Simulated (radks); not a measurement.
The numbers below are computed, except where a source is named.
The table gives one normalised radial function P(r) = r R(r) (large component) of Rh4+ in [Kr] 4d4.75 5p0.25 (r in bohr). Code: a radial shooting solver on a logarithmic mesh with Libxc functionals. Model: Dirac Kohn-Sham, revPBE, spin-unpolarised, spherical densities, finite nucleus; open shells fill j = l - 1/2 first; Fermi nuclear charge, rms radius 4.4945 fm.

r           P
0.003472   0.0001
0.005305   0.0002
0.008106   0.0005
0.01239    0.0016
0.01893    0.0048
0.02892    0.0144
0.0442     0.0404
0.06753    0.1025
0.1032     0.2246
0.1577     0.3936
0.2429     0.4839
0.3712     0.2625
0.5672    -0.3183
0.8667    -0.8684
1.324     -0.8884
2.024     -0.4695
3.092     -0.1161
4.725     -0.0094
7.22      -0.0001

Which n and l does it have? It may be an empty orbital.

Answer. n = 4, l = 2: the number of nodes gives n - l - 1 = 1, the rise at small r points to l (for j = l - 1/2 the large component starts outside the nucleus as r^gamma with gamma = sqrt(l^2 - (Z/c)^2) = 1.97 and the r^(l+1) term takes over further out; the orbital of l - 1 with the same j starts with the same power, but with a larger coefficient, and does not steepen), and the extent must fit the shell. The curve is that of 4d3/2; the two j differ most near the nucleus, where j = l - 1/2 has the larger amplitude, and in heavy atoms j = l - 1/2 is also the more compact. 4d3/2: eigenvalue -56.049 eV, 1 radial node at r = 0.460 bohr, <r> = 1.29 bohr, 90 % of the charge inside 1.97 bohr.
